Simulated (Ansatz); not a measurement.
H$_{4}$Se$_{4}$Sn, SMILES `[SeH][Sn]([SeH])([SeH])[SeH]`, 9 atoms. The species carries charge 0 and has multiplicity 1. Correlated methods include outer-core shells of Se, Sn, which these sets cover unevenly. Scalar relativity is left out up to krypton. Sn takes the def2 core potential. Hardware: A = 2 threads of an AMD EPYC 7R13 on a shared host; B = 2 threads of an AMD EPYC 7R13 on a shared host and a share of an NVIDIA H100 80 GB. Correlated methods freeze the cores.

(1) Give the basis size and wall time and peak host memory of each of these runs in Ansatz. RKS PBE0-D4/def2-TZVP relaxation (9 steps) [B]; RKS PBE0-D4/def2-TZVPP energy [B]; RHF-CCSD(T)/def2-SVP energy [B]; RKS CAM-B3LYP-D4/def2-TZVPP energy [B]; RKS PBE0-D4/def2-SVP energy [A]; RHF-CCSD(T)/def2-TZVPP energy [B]; RKS ωB97M-V/def2-SVP energy [A]; RKS B3LYP-D4/def2-TZVPP energy and forces [B]; RKS PBE0-D4/def2-QZVPP energy [B]; RKS ωB97M-V/def2-QZVPP energy [B]; direct RPA on PBE orbitals/def2-TZVPP energy [B]; RHF-MP2/def2-QZVPP energy [B]. (An estimate is asked.)

## Answers

(1) Computed: Other jobs shared the machine, so times are rough.

```json
{"level": "RKS PBE0-D4/def2-SVP", "job": "energy [A]", "functions": "174", "wall time": "6.5 s", "peak host memory (GiB)": "0.75"}
{"level": "direct RPA on PBE orbitals/def2-TZVPP", "job": "energy [B]", "functions": "298", "wall time": "7.5 s", "peak host memory (GiB)": "1.4"}
{"level": "RKS PBE0-D4/def2-QZVPP", "job": "energy [B]", "functions": "558", "wall time": "9 s", "peak host memory (GiB)": "1.2"}
{"level": "RKS PBE0-D4/def2-TZVPP", "job": "energy [B]", "functions": "298", "wall time": "9.5 s", "peak host memory (GiB)": "0.88"}
{"level": "RHF-CCSD(T)/def2-SVP", "job": "energy [B]", "functions": "174", "wall time": "11 s", "peak host memory (GiB)": "0.81"}
{"level": "RHF-MP2/def2-QZVPP", "job": "energy [B]", "functions": "558", "wall time": "12 s", "peak host memory (GiB)": "1.2"}
{"level": "RKS B3LYP-D4/def2-TZVPP", "job": "energy and forces [B]", "functions": "298", "wall time": "12 s", "peak host memory (GiB)": "1.2"}
{"level": "RKS ωB97M-V/def2-QZVPP", "job": "energy [B]", "functions": "558", "wall time": "13 s", "peak host memory (GiB)": "1.3"}
{"level": "RKS CAM-B3LYP-D4/def2-TZVPP", "job": "energy [B]", "functions": "298", "wall time": "15 s", "peak host memory (GiB)": "0.89"}
{"level": "RKS ωB97M-V/def2-SVP", "job": "energy [A]", "functions": "174", "wall time": "22 s", "peak host memory (GiB)": "1"}
{"level": "RHF-CCSD(T)/def2-TZVPP", "job": "energy [B]", "functions": "298", "wall time": "30 s", "peak host memory (GiB)": "0.87"}
{"level": "RKS PBE0-D4/def2-TZVP", "job": "relaxation (9 steps) [B]", "functions": "266", "wall time": "50 s", "peak host memory (GiB)": "1.2"}
```

B3LYP here is the variant with VWN-RPA as its local correlation; programs differ in this.
